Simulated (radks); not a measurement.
Results of a calculation; reference values are marked as such.
The germanium ion Ge4+, 28 electrons, occupied as [Ar] 3d9.75 4s0.25 (fractional occupations, a model configuration). Level of theory: scalar-relativistic Kohn-Sham, TASK exchange with Perdew-Wang LDA correlation, spin-polarised, spherical densities, finite nucleus; open shells are filled with parallel spins first; meta-GGA in the generalised Kohn-Sham scheme; Fermi nuclear charge, rms radius 4.0742 fm (a radial shooting solver on a logarithmic mesh with Libxc functionals).

Unscreened Slater integrals over Kohn-Sham orbitals (hartree). They are taken over the spin-up orbitals.

integral,value
"F0(4s,4s)",0.51224
"F0(4s,3d)",0.64886
"G2(4s,3d)",0.068345
"F0(4s,3p)",0.65566
"G1(4s,3p)",0.050326
"F0(4s,3s)",0.65786
"G0(4s,3s)",0.037210
"F0(3d,3d)",1.3082
"F2(3d,3d)",0.61750
"F4(3d,3d)",0.38662
"F0(3d,3p)",1.3475
"F2(3d,3p)",0.64346
"G1(3d,3p)",0.78818
"G3(3d,3p)",0.48358
"F0(3d,3s)",1.3668
"G2(3d,3s)",0.60061
"F0(3p,3p)",1.4004
"F2(3p,3p)",0.70013
"F0(3p,3s)",1.4201
"G1(3p,3s)",0.93871
"F0(3s,3s)",1.4417

Derived for the open shells (J is the average intra-shell exchange parameter used in DFT+U). 3d: Racah B = F2/49 - 5 F4/441 = 0.008219 hartree, C = 35 F4/441 = 0.03068 hartree, C/B = 3.73, F4/F2 = 0.626, J = (F2 + F4)/14 = 0.07172 hartree.
